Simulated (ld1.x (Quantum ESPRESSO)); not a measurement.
## Pseudopotential generation for zinc: ultrasoft, PBE, scalar-relativistic.

ld1.x (Quantum ESPRESSO) 7.5 was run on this input:

```
&input
   title='Zn', zed=30., rel=1, dft='PBE', iswitch=3,
   config='[Ar] 3d10 4s2 4p0',
   nld=3, rlderiv=2.30, eminld=-8.0, emaxld=5.0, deld=0.04
 /
 &inputp
   pseudotype=3, tm=.true., lloc=-2, rcloc=1.95,
   nlcc=.false.,
   which_augfun='PSQ', rmatch_augfun_nc=.true.,
   file_pseudopw='Zn.UPF', file_wfcaegen='ae.wfc', file_wfcncgen='nc.wfc', file_beta='beta', file_chi='chi', file_wfcusgen='us.wfc'
 /
6
4S  1  0   2.00   0.00  1.55  2.10  0.0
4S  1  0   0.00   0.70  1.55  2.10  0.0
3P  2  1   6.00   0.00  1.50  1.60  0.0
4P  3  1   0.00   0.00  1.50  1.60  0.0
3D  3  2  10.00   0.00  0.95  1.05  0.0
3D  3  2   0.00   1.45  0.95  1.05  0.0
 &test
   configts(1)='3p6 3d10 4s2 4p0'
 /
```

Command:

```bash
ld1.x < Zn.in > Zn.out
```

The program printed (shortened: banner, matrices, multipoles, cross overlaps and the repeated all-electron block are left out):

```
Program LD1 v.7.5
     --------------------------- All-electron run ----------------------------

     Zn
     scalar relativistic calculation

     atomic number is 30.00
     dft =PBE   lsd =0 sic =0 latt =0  beta=0.20 tr2=1.0E-14
     Exchange-correlation= PBE
                           (   1   4   3   4   0   0   0)
     mesh =1201 r(mesh) =  99.36527 a.u. xmin = -7.00 dx = 0.01250
     1 Ry =  13.60569312 eV, c = 137.03599908

     n l     nl                  e(Ry)          e(Ha)          e(eV)
     1 0     1S 1( 2.00)      -700.1289      -350.0645     -9525.7391
     2 0     2S 1( 2.00)       -85.1358       -42.5679     -1158.3320
     2 1     2P 1( 6.00)       -73.7947       -36.8974     -1004.0284
     3 0     3S 1( 2.00)        -9.4984        -4.7492      -129.2320
     3 1     3P 1( 6.00)        -6.1299        -3.0650       -83.4022
     3 2     3D 1(10.00)        -0.7453        -0.3726       -10.1401
     4 0     4S 1( 2.00)        -0.4394        -0.2197        -5.9784
     4 1     4P 1( 0.00)        -0.0820        -0.0410        -1.1157

     final scf error:  2.0E-15 reached in  27 iterations

     Etot =   -3592.040867 Ry,   -1796.020433 Ha,  -48872.205716 eV

     Ekin =    3649.231452 Ry,    1824.615726 Ha,   49650.323265 eV
     Encl =   -8655.752198 Ry,   -4327.876099 Ha, -117767.508157 eV
     Eh   =    1557.506062 Ry,     778.753031 Ha,   21190.949512 eV
     Exc  =    -143.026182 Ry,     -71.513091 Ha,   -1945.970336 eV

     normalization and overlap integrals

     s(1S/1S) =  1.000000  <r> =   0.0503  <r2> =    0.0034  r(max) =   0.0329
     s(2S/2S) =  1.000000  <r> =   0.2262  <r2> =    0.0604  r(max) =   0.1894
     s(2P/2P) =  1.000000  <r> =   0.1983  <r2> =    0.0482  r(max) =   0.1513
     s(3S/3S) =  1.000000  <r> =   0.6810  <r2> =    0.5360  r(max) =   0.5908
     s(3P/3P) =  1.000000  <r> =   0.7133  <r2> =    0.6015  r(max) =   0.5908
     s(3D/3D) =  1.000000  <r> =   0.9115  <r2> =    1.1324  r(max) =   0.5691
     s(4S/4S) =  1.000000  <r> =   2.6547  <r2> =    8.2934  r(max) =   2.0882
     s(4P/4P) =  1.000000  <r> =   4.3426  <r2> =   23.2889  r(max) =   3.0765

     ------------------------ End of All-electron run ------------------------

     --------------------- Generating US pseudopotential ---------------------

      Generating local potential from pseudized AE potential:
      Matching radius rcloc =   1.9500
      Enforcing V''(0)=0 (lloc=-2)

      Local pseudo, rcloc= 1.962 Estimated cut-off energy=     8.34 Ry
      Wfc-us  4S rcutus= 2.114  Estimated cut-off energy=     9.96 Ry
      Wfc-us  4S rcutus= 2.114  Estimated cut-off energy=    12.14 Ry
      Wfc-us  3P rcutus= 1.606  Estimated cut-off energy=    34.21 Ry
      Wfc-us  4P rcutus= 1.606  Estimated cut-off energy=    26.29 Ry
      Wfc-us  3D rcutus= 1.050  Estimated cut-off energy=   104.39 Ry
      Wfc-us  3D rcutus= 1.050  Estimated cut-off energy=   125.21 Ry

     Q pseudized with Bessel functions
     Expected ecutrho=     555.5442 due to l1=  2   l2=  2

     ------------------- End of pseudopotential generation -------------------

     Computing logarithmic derivative in   2.29348
     Computing logarithmic derivative in   2.29348
     Computing the partial wave expansion
     R is outside the sphere for l=    0 j= 0.00
     R is outside the sphere for l=    0 j= 0.00
     R is outside the sphere for l=    1 j= 0.00
     R is outside the sphere for l=    1 j= 0.00
     R is outside the sphere for l=    2 j= 0.00
     R is outside the sphere for l=    2 j= 0.00

     ---------------------- Testing the pseudopotential ----------------------

     Zn
     scalar relativistic calculation

     atomic number is 30.00   valence charge is 18.00
     dft =PBE   lsd =0 sic =0 latt =0  beta=0.20 tr2=1.0E-14
     mesh =1201 r(mesh) =  99.36527 xmin = -7.00 dx = 0.01250

     n l     nl             e AE (Ry)        e PS (Ry)    De AE-PS (Ry)
     2 1     3P   1( 6.00)       -6.12995       -6.12995       -0.00000
     3 2     3D   1(10.00)       -0.74529       -0.74529        0.00000
     1 0     4S   1( 2.00)       -0.43941       -0.43941        0.00000
     3 1     4P   1( 0.00)       -0.08200       -0.08200       -0.00000

     eps = 6.1E-15  iter =  5

     Etot =   -3592.040867 Ry,   -1796.020433 Ha,  -48872.205716 eV
     Etotps =  -360.799467 Ry,    -180.399733 Ha,   -4908.926821 eV

     Ekin =      97.812519 Ry,      48.906259 Ha,    1330.807114 eV
     Encl =    -655.714466 Ry,    -327.857233 Ha,   -8921.449803 eV
     Ehrt =     326.744337 Ry,     163.372168 Ha,    4445.583174 eV
     Ecxc =     -36.166434 Ry,     -18.083217 Ha,    -492.069408 eV
     Epseu=     -93.475421 Ry,     -46.737711 Ha,   -1271.797898 eV

     ---------------------- End of pseudopotential test ----------------------
```

Generation and configuration tests took about 1.3 s on one core of a shared server CPU.

Transferability test of the new file with ld1.x, input:

```
&input
   title='Zn', zed=30., rel=1, dft='PBE', iswitch=2,
   config='[Ar] 3d10 4s2 4p0'
 /
 &test
   file_pseudo='Zn.UPF', nconf=8,
   configts(1)='3p6 3d10 4s2 4p0',
   configts(2)='3p6 3d10 4s1 4p0',
   configts(3)='3p6 3d10 4s0 4p0',
   configts(4)='3p6 3d9 4s0 4p0',
   configts(5)='3p6 3d10 4s0 4p1',
   configts(6)='3p5 3d10 4s2 4p0',
   configts(7)='3p6 3d8 4s0 4p0',
   configts(8)='3p6 3d9 4s2 4p1'
 /
```

```bash
ld1.x < Zn.test.in > Zn.test.out
```

Pseudopotential blocks of its output, shortened (energy terms left out; the distinct warnings before each block abridged to one line each):

```
     ---------------------- Testing the pseudopotential ----------------------

     n l     nl             e AE (Ry)        e PS (Ry)    De AE-PS (Ry)
     2 1     3P   1( 6.00)       -6.12995       -6.12995       -0.00000
     3 2     3D   1(10.00)       -0.74529       -0.74529        0.00000
     1 0     4S   1( 2.00)       -0.43941       -0.43941        0.00000
     3 1     4P   1( 0.00)       -0.08200       -0.08200       -0.00000

     eps = 6.1E-15  iter =  5

     Etot =   -3592.040867 Ry,   -1796.020433 Ha,  -48872.205716 eV
     Etotps =  -360.799467 Ry,    -180.399733 Ha,   -4908.926821 eV

     ---------------------- End of pseudopotential test ----------------------

          Warning: n=2, l=1 expected 0 nodes, found 1
     ---------------------- Testing the pseudopotential ----------------------

     n l     nl             e AE (Ry)        e PS (Ry)    De AE-PS (Ry)
     2 1     3P   1( 6.00)       -6.84159       -6.83792       -0.00367
     3 2     3D   1(10.00)       -1.45234       -1.44671       -0.00563  !
     1 0     4S   1( 1.00)       -1.02881       -1.02944        0.00063
     3 1     4P   1( 0.00)       -0.57164       -0.57163       -0.00001

     eps = 8.9E-16  iter =  7

     Etot =   -3591.314101 Ry,   -1795.657050 Ha,  -48862.317563 eV
     Etotps =  -360.072331 Ry,    -180.036165 Ha,   -4899.033634 eV
     dEtot_ae =       0.726766 Ry
     dEtot_ps =       0.727136 Ry,   Delta E=      -0.000370 Ry

     ---------------------- End of pseudopotential test ----------------------

          ---------------------- Testing the pseudopotential ----------------------

     n l     nl             e AE (Ry)        e PS (Ry)    De AE-PS (Ry)
     2 1     3P   1( 6.00)       -7.66650       -7.65664       -0.00985  !
     3 2     3D   1(10.00)       -2.26787       -2.25383       -0.01405  !
     1 0     4S   1( 0.00)       -1.69262       -1.69385        0.00123
     3 1     4P   1( 0.00)       -1.15083       -1.15046       -0.00037

     eps = 8.2E-17  iter =  9

     Etot =   -3589.958585 Ry,   -1794.979293 Ha,  -48843.874834 eV
     Etotps =  -358.715732 Ry,    -179.357866 Ha,   -4880.576169 eV
     dEtot_ae =       2.082281 Ry
     dEtot_ps =       2.083735 Ry,   Delta E=      -0.001453 Ry

     ---------------------- End of pseudopotential test ----------------------

          Warning: n=3, l=2 expected 0 nodes, found 1
     ---------------------- Testing the pseudopotential ----------------------

     n l     nl             e AE (Ry)        e PS (Ry)    De AE-PS (Ry)
     2 1     3P   1( 6.00)       -9.19206       -9.23225        0.04019  !
     3 2     3D   1( 9.00)       -3.72772       -3.78866        0.06095  !
     1 0     4S   1( 0.00)       -2.61361       -2.60839       -0.00523  !
     3 1     4P   1( 0.00)       -1.95828       -1.95811       -0.00016

     eps = 2.4E-17  iter =  9

     Etot =   -3586.979404 Ry,   -1793.489702 Ha,  -48803.341013 eV
     Etotps =  -355.718075 Ry,    -177.859038 Ha,   -4839.790968 eV
     dEtot_ae =       5.061462 Ry
     dEtot_ps =       5.081391 Ry,   Delta E=      -0.019929 Ry

     ---------------------- End of pseudopotential test ----------------------

          ---------------------- Testing the pseudopotential ----------------------

     n l     nl             e AE (Ry)        e PS (Ry)    De AE-PS (Ry)
     2 1     3P   1( 6.00)       -6.97744       -6.96988       -0.00755  !
     3 2     3D   1(10.00)       -1.58374       -1.57278       -0.01096  !
     1 0     4S   1( 0.00)       -1.11084       -1.11240        0.00155
     3 1     4P   1( 1.00)       -0.63824       -0.63846        0.00022

     eps = 7.2E-16  iter =  9

     Etot =   -3590.849298 Ry,   -1795.424649 Ha,  -48855.993599 eV
     Etotps =  -359.606508 Ry,    -179.803254 Ha,   -4892.695795 eV
     dEtot_ae =       1.191569 Ry
     dEtot_ps =       1.192958 Ry,   Delta E=      -0.001390 Ry

     ---------------------- End of pseudopotential test ----------------------

          ---------------------- Testing the pseudopotential ----------------------

     n l     nl             e AE (Ry)        e PS (Ry)    De AE-PS (Ry)
     2 1     3P   1( 5.00)       -7.45107       -7.46828        0.01721  !
     3 2     3D   1(10.00)       -1.99155       -2.03005        0.03850  !
     1 0     4S   1( 2.00)       -1.17481       -1.17215       -0.00267
     3 1     4P   1( 0.00)       -0.66241       -0.66357        0.00116

     eps = 3.0E-15  iter = 10

     Etot =   -3585.276624 Ry,   -1792.638312 Ha,  -48780.173503 eV
     Etotps =  -354.026370 Ry,    -177.013185 Ha,   -4816.774142 eV
     dEtot_ae =       6.764243 Ry
     dEtot_ps =       6.773097 Ry,   Delta E=      -0.008854 Ry

     ---------------------- End of pseudopotential test ----------------------

          Warning: n=3, l=1 expected 1 nodes, found 0
     ---------------------- Testing the pseudopotential ----------------------

     n l     nl             e AE (Ry)        e PS (Ry)    De AE-PS (Ry)
     2 1     3P   1( 6.00)      -10.91508      -11.05515        0.14007  !
     3 2     3D   1( 8.00)       -5.39104       -5.58303        0.19199  !
     1 0     4S   1( 0.00)       -3.64200       -3.64143       -0.00057
     3 1     4P   1( 0.00)       -2.88474       -0.86542       -2.01932  !

     eps = 7.6E-17  iter =  9

     Etot =   -3582.436132 Ry,   -1791.218066 Ha,  -48741.526649 eV
     Etotps =  -351.051945 Ry,    -175.525972 Ha,   -4776.305032 eV
     dEtot_ae =       9.604734 Ry
     dEtot_ps =       9.747522 Ry,   Delta E=      -0.142788 Ry

     ---------------------- End of pseudopotential test ----------------------

          ---------------------- Testing the pseudopotential ----------------------

     n l     nl             e AE (Ry)        e PS (Ry)    De AE-PS (Ry)
     2 1     3P   1( 6.00)       -6.77861       -6.81787        0.03926  !
     3 2     3D   1( 9.00)       -1.33743       -1.39805        0.06063  !
     1 0     4S   1( 2.00)       -0.63629       -0.63288       -0.00341
     3 1     4P   1( 1.00)       -0.19071       -0.19141        0.00070

     eps = 2.7E-15  iter = 12

     Etot =   -3591.140966 Ry,   -1795.570483 Ha,  -48859.961944 eV
     Etotps =  -359.872948 Ry,    -179.936474 Ha,   -4896.320891 eV
     dEtot_ae =       0.899901 Ry
     dEtot_ps =       0.926519 Ry,   Delta E=      -0.026618 Ry

     ---------------------- End of pseudopotential test ----------------------
```
